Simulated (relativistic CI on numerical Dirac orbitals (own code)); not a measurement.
Calculated at this level of theory: Dirac-Coulomb-Breit CI, separate exchange-only KLI orbitals for each configuration, a model potential for QED, unscaled Slater integrals (own radial code, finite nucleus).

Configuration list (outside the closed core [Ar] 3d10): 4s²4p⁶, 4s²4p⁵4d, 4s4p⁶4d, 4s²4p⁵4f, 4s4p⁶4f, 4p⁶4d4f, 4s²4p⁵5s, 4s²4p⁵5p, 4s4p⁶5s, 4s²4p⁵5d, 4s4p⁶5p, 4s²4p⁵5f, 4s²4p⁵5g, 4s4p⁶5d, 4p⁶4f5s, 4s4p⁶5f, 4s²4p⁵6s, 4s²4p⁵6p, 4s4p⁶5g, 4s²4p⁵6d, 4s²4p⁵6f, 4p⁶4d², 4p⁵4d³, 4p⁵4d²4f, 4p⁵4d²5s, 4p⁵4d²5p, 4p⁶4f², 4p⁵4d4f², 4p⁵4f³, 4p⁵4f²5s, 4p⁵4f²5p, 4p⁶4d5s, 4p⁵4d4f5s, 4p⁵4d5s², 4p⁵4d5s5p. Double excitations out of closed p, d and f shells are left out; levels of such configurations are missing from the list, as are those of other unlisted configurations, and high levels can miss mixing partners. These lack a partner that the ground configuration has and come out too high: 4s²4p⁵5d, 4s²4p⁵5f, 4s²4p⁵5g, 4s²4p⁵6s, 4s²4p⁵6p.

At this charge energies of transitions that change n are usually good to better than 1 %, and those within a shell (Δn = 0) to a few per cent.

Outline of the computed level scheme of Tl XLVI. Lowest level of each configuration: 4s²4p⁶ ¹S0 at 0.000 eV; 4s²4p⁵4d ³P°0 at 173.477 eV; 4s²4p⁵4f ³D1 at 420.918 eV; 4s4p⁶4d ³D1 at 471.262 eV; 4s4p⁶4f ³F°2 at 717.271 eV; 4s²4p⁵5s ³P°2 at 875.661 eV; 4s²4p⁵5p ³P1 at 933.180 eV; 4p⁶4d² ³F2 at 935.942 eV.

Some strong electric-dipole decays among the lowest 45 levels: 4s²4p⁵5s ¹P°1 → 4s²4p⁶ ¹S0 (6.6e+12 s⁻¹); 4s²4p⁵4d ¹P°1 → 4s²4p⁶ ¹S0 (4.2e+12 s⁻¹); 4s²4p⁵5p ³D2 → 4s²4p⁵4d ³F°3 (3.7e+12 s⁻¹); 4s²4p⁵5p ³D3 → 4s²4p⁵4d ³F°4 (3.0e+12 s⁻¹); 4s²4p⁵5p ³P1 → 4s²4p⁵4d ³P°1 (2.2e+12 s⁻¹); 4s²4p⁵5p ³P1 → 4s²4p⁵4d ³D°2 (2.2e+12 s⁻¹); 4s4p⁶4d ³D2 → 4s²4p⁵4d ³F°3 (1.4e+12 s⁻¹); 4s4p⁶4f ³F°4 → 4s²4p⁵4f ³G5 (1.4e+12 s⁻¹).

LS names give the leading component of a level, which can be under half, so a name can repeat, a term be missing and a line seem to break the LS rules.
